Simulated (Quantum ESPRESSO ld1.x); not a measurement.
Problem. Rh VII, 39 electrons, occupied as [Kr] 4d3. Method: scalar-relativistic Kohn-Sham, LDA (Slater exchange, Perdew-Wang correlation), spin-polarised, spherical densities, point nucleus; open shells are filled with parallel spins first; computed with ld1.x of Quantum ESPRESSO 7.5. Some entries of the table are withheld. Estimate them.

orbital,occ.,eigenvalue (hartree),r(max) (bohr)
1s up,1,-849.043,0.02120
1s down,1,-849.043,0.02120
2s up,1,-126.139,0.1199
2s down,1,-126.115,0.1199
2p up,3,-113.484,0.09578
2p down,3,-113.464,0.09578
3s up,1,-25.3545,0.3517
3s down,1,-25.3370,0.3517
3p up,3,-21.1961,0.3447
3p down,3,-21.1771,0.3447
3d up,5,-14.5350,0.2905
3d down,5,-14.5097,0.2906
4s up,1,-6.34754,0.8710
4s down,1,-6.24483,0.8689
4p up,3,(1),0.9250
4p down,3,(2),0.9226
4d up,3,-3.28616,(3)
4d down,0,-3.18103,(4)
5s up,0,-2.41290,1.946
5s down,0,-2.35126,1.963
5p up,0,-2.03248,(5)
5p down,0,-1.98186,(6)

Solution. 
(1) 4p up eigenvalue (hartree): -5.11802
(2) 4p down eigenvalue (hartree): -5.01257
(3) 4d up r(max) (bohr): 1.051
(4) 4d down r(max) (bohr): 1.049
(5) 5p up r(max) (bohr): 2.141
(6) 5p down r(max) (bohr): 2.168
